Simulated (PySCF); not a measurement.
## Polarisability and C₆ of Pb (lead, neutral)

[Xe] 4f14 5d10 6s2 6p2, high-spin 3P determinant. Calculation: PySCF 2.14, in aug-cc-pVQZ-PP with ECP60MDF (7s7p5d3f2g, 92 functions); scalar relativity through the core potential. Coupled (time-dependent) response in atomic units; α is the mean over directions.

```tsv
method	mean α (bohr³)	α xx, yy, zz	C₆ (like pair)	S(−4)
UHF	62.86	47.04, 70.77, 70.77	741.1	1523
PBE	69.83	49.94, 79.78, 79.78	813.3	2283
PBE0	65.38	47.61, 74.27, 74.27	759.8	1844
```

S(−4) is the Cauchy moment in α(ω) = α(0) + S(−4) ω² + …

Reference α: 47 ± 3 bohr³ (recommended; Schwerdtfeger and Nagle, table of static dipole polarizabilities (2023 update)). Published C₆: 534.0 (Gould and Bucko (2016)).

Spin-orbit coupling is absent.

α(iu) at PBE0:

```csv
u (hartree),α(iu) (bohr³)
0,65.38
0.0500,61.21
0.100,52.23
0.200,35.61
0.300,25.16
0.500,14.64
0.750,9.085
1.00,6.412
1.50,3.870
2.00,2.649
3.00,1.475
5.00,0.6376
```

A single London oscillator, α(iu) = α/(1 + u²/ω²), gives C₆ = (3/4) ω α². Matching the computed C₆ needs ω = 4 × 759.8 / (3 × 65.38²) = 0.237 hartree.

The components differ because the open shell of this determinant is not spherical; for a pure term their mean is the scalar polarisability.

Energies and moments cover only the electrons outside the core potential. Spin-orbit coupling is strong in this species (close to jj coupling), so the high-spin LS determinant is a model state, not a physical level.
